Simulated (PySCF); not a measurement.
CH₇F₂NSi₂. Atoms are numbered in the order given.

```xyz
13

C      1.9142    -0.8875     0.5878
Si     0.6492     0.3513     0.0379
F      1.3475     1.4172    -0.9759
F      0.1749     1.2130     1.3433
Si    -1.3007    -0.5483    -0.8479
N     -2.0667    -1.2182     0.5649
H      1.4393    -1.6289     1.2502
H      2.7357    -0.3997     1.1362
H      2.3388    -1.4209    -0.2775
H     -2.0718     0.4856    -1.6112
H     -1.0014    -1.6610    -1.7975
H     -2.8812    -1.8172     0.4721
H     -2.1588    -0.6184     1.3799
```
Charge 0, spin multiplicity 1.

Coordinates come from a ωB97X-D3(BJ)/def2-SVP optimisation. This is a generated structure with no PubChem entry under its InChIKey; it may be hypothetical. One conformer was computed; it need not be the lowest.

The numbers are results of PBE/def2-TZVP (PySCF), not measurements.

ESP charges are fitted to the potential on shells at 1.4 to 2.0 van der Waals radii. Atomic charges (e):

```tsv
atom	ESP fit	Löwdin
C1	-0.72	-0.44
Si2	0.74	-0.05
F3	-0.30	0.02
F4	-0.27	0.01
Si5	0.26	0.07
N6	-0.92	-0.27
H7	0.19	0.14
H8	0.21	0.14
H9	0.18	0.14
H10	-0.09	-0.04
H11	-0.04	-0.02
H12	0.40	0.16
H13	0.36	0.16
```

**Question.** Give the Mayer and Wiberg (Löwdin basis) orders of the bonds. (An estimate is asked for; the answer gives what the named calculation found.)

**Answer.** 
| bond | Mayer | Wiberg |
|---|---|---|
| C1–Si2 | 1.00 | 1.23 |
| Si2–F3 | 1.13 | 1.70 |
| Si2–F4 | 1.10 | 1.67 |
| Si2–Si5 | 0.92 | 1.01 |
| Si5–N6 | 1.16 | 1.56 |
| C1–H7 | 0.93 | 0.89 |
| C1–H8 | 0.94 | 0.89 |
| C1–H9 | 0.94 | 0.89 |
| Si5–H10 | 0.90 | 0.93 |
| Si5–H11 | 0.93 | 0.93 |
| N6–H12 | 0.91 | 0.96 |
| N6–H13 | 0.91 | 0.95 |
